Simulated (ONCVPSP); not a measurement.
# Ce, ONCV: configuration errors across variants

Ce, optimised norm-conserving Vanderbilt (ONCV), made with ONCVPSP 4.0.1 (BLYP, scalar-relativistic). Core [Kr] 4d10, reference 4f1 5s2 5p6 5d1.5 6s1.5. Waves: 5s+6s: rc 2.75 bohr, ncon 4, nbas 7, qcut 4.3 1/bohr, 2 projectors; 5p: rc 2.95 bohr, ncon 4, nbas 8, qcut 4.6 1/bohr, 2 projectors, debl 0.5 Ha; 5d: rc 3.00 bohr, ncon 4, nbas 8, qcut 5.4 1/bohr, 2 projectors, debl 3.4 Ha; 4f: rc 1.70 bohr, ncon 4, nbas 8, qcut 9.1 1/bohr, 1 projector. Local part: polynomial inside 1.70 bohr (lpopt 5, dvloc0 -1 Ha). Core correction: Teter function, fcfact 2.5, rcfact 1.2.

In the p channel the program set the typed energies aside and used -0.816, 0.250 Ha.

All-electron excitation energies from the reference (eV): (1) 4f1 5s2 5p6 5d1 6s2 -0.417; (2) 4f1 5s2 5p6 5d1 6s1 5.562; (3) 4f1 5s2 5p6 5d1 6s0 16.721; (4) 4f1 5s2 5p6 5d2 6s1 0.523.

1 further variants failed, have other tests or too few solved ones, and are left out.

Errors AE − PS in meV (a dash: test not solved or not reliable):

```csv
change,(1),(2),(3),(4),bound ghosts,GHOST(+) flags above zero
base,-0.3,+0.2,-1.6,-1.9,none,s
f: qcut 7,-0.2,+0.2,-1.7,-1.9,none,s
f: qcut 8,-0.3,+0.2,-1.7,-1.9,none,s
f: qcut 9.2,-0.3,+0.2,-1.6,-1.9,none,s
f: qcut 10.1,-0.3,+0.1,-1.5,-1.9,none,s
f: qcut 10.7,-0.3,+0.1,-1.5,-1.9,none,s
f: qcut 12,-0.3,+0.1,-1.4,-1.9,none,s
f: qcut 12.7,-0.3,+0.1,-1.4,-1.9,none,s
f: qcut 13.8,-0.3,+0.1,-1.4,-1.9,none,s
```

(1) Give the same row for: f: qcut 6.6.

Answers

(1) -0.2, +0.2, -1.8, -1.9; bound ghosts: none; GHOST(+) flags above zero: s.
